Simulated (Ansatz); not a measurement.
Reactions of C$_{2}$H$_{7}$NSSi (`CN=C[SiH2]S`).

Calculated with Ansatz (gas phase, PBE0-D4/def2-TZVP geometries, no zero-point term in ΔE). CBS: MP2 limit from def2 TZ/QZ plus the TZ coupled-cluster correction, frozen cores. This one scheme is used for every species. Double bonds are as drawn, so ΔE can hold a change between cis and trans. Functionals use def2-TZVPP. For Ge, Se outer-core shells are correlated without core-valence functions, which leaves a few kJ/mol of doubt a bond. Scalar relativity is left out up to krypton. One conformer a species, not always the lowest.

```json
{"reaction": "`C/N=C\\[SiH2]S` → `SC[SiH]1CN1`", "r2SCAN-D4 (kJ/mol)": "47", "CCSD(T)/CBS(def2) (kJ/mol)": "50"}
{"reaction": "`C/N=C\\[SiH2]S` + `C[SiH2]O` → `O[SiH2]C[SiH2]S` + `C=NC`", "r2SCAN-D4 (kJ/mol)": "-21", "CCSD(T)/CBS(def2) (kJ/mol)": "-25"}
{"reaction": "`C/N=C\\[SiH2]S` + `[OH][AlH2]` → `[AlH2][O][SiH2]S` + `C=NC`", "r2SCAN-D4 (kJ/mol)": "-135", "CCSD(T)/CBS(def2) (kJ/mol)": "-139"}
{"reaction": "`C/N=C\\[SiH2]S` + `BCCCl` → `BC[SiH2]S` + `C/N=C\\CCl`", "r2SCAN-D4 (kJ/mol)": "-38", "CCSD(T)/CBS(def2) (kJ/mol)": "-35"}
{"reaction": "`C/N=C\\[SiH2]S` + `CS[SiH2][GeH3]` → `CS[SiH2][SiH2]S` + `C/N=[CH]\\[GeH3]`", "r2SCAN-D4 (kJ/mol)": "18", "CCSD(T)/CBS(def2) (kJ/mol)": "18"}
{"reaction": "`C/N=C\\[SiH2]S` + `[AlH2][SeH]` → `C/N=C\\[Se][AlH2]` + `[SiH3]S`", "r2SCAN-D4 (kJ/mol)": "12", "CCSD(T)/CBS(def2) (kJ/mol)": "17"}
{"reaction": "`C/N=C\\[SiH2]S` + `O[SiH2]O` → `O[SiH2]O[SiH2]S` + `C=NC`", "r2SCAN-D4 (kJ/mol)": "-133", "CCSD(T)/CBS(def2) (kJ/mol)": "-136"}
{"reaction": "`C/N=C\\[SiH2]S` → `C=C(N)S[SiH3]`", "r2SCAN-D4 (kJ/mol)": "-15", "CCSD(T)/CBS(def2) (kJ/mol)": "-10"}
{"reaction": "`C/N=C\\[SiH2]S` → `C[SiH]1NCS1`", "r2SCAN-D4 (kJ/mol)": "-136", "CCSD(T)/CBS(def2) (kJ/mol)": "-138"}
{"reaction": "`C/N=C\\[SiH2]S` + `BN` → `N[SiH2]S` + `B/C=N/C`", "r2SCAN-D4 (kJ/mol)": "75", "CCSD(T)/CBS(def2) (kJ/mol)": "69"}
```

Largest T1 diagnostic: 0.013, for `C/N=C\[Se][AlH2]`.
